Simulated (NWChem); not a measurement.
C$_{2}$H$_{3}$CuO; SMILES [CH3][Cu]<-[C-]#[O+]

```xyz
7

Cu     0.2166    -0.0109    -0.2865
C      1.6691     0.0993    -1.5398
H      2.3515    -0.7637    -1.4503
H      2.2732     1.0100    -1.3843
H      1.3075     0.1221    -2.5825
O     -2.0322    -0.1868     1.6503
C     -1.1770    -0.1187     0.9144
```
Atoms are numbered in this order, from 1.

Level: PBE0/def2-SVP (NWChem), optimised geometry, unscaled harmonic frequencies. 

Task: List the harmonic frequencies with IR intensities, and the thermochemistry.

Result: 
| frequency (cm⁻¹) | IR intensity (km/mol) |
|---|---|
| 72 | 5.1 |
| 72 | 5.1 |
| 340 | 3.7 |
| 340 | 3.7 |
| 383 | 11.1 |
| 564 | 3.9 |
| 618 | 54.3 |
| 618 | 54.3 |
| 1163 | 0.5 |
| 1423 | 0.2 |
| 1423 | 0.2 |
| 2266 | 434.3 |
| 3032 | 21.3 |
| 3128 | 13.3 |
| 3128 | 13.3 |

- zero-point energy = 26.5 kcal/mol
- thermal correction to the enthalpy at 298.15 K (with zero-point energy) = 30.9 kcal/mol
- heat capacity Cv = 18.1 cal/(mol K)
- entropy at 298.15 K and 1 atm (symmetry number 3) = 74.3 cal/(mol K)
- dipole moment = 3.13 D

Rigid rotor and harmonic oscillator; modes under 100 cm⁻¹ make the entropy uncertain.
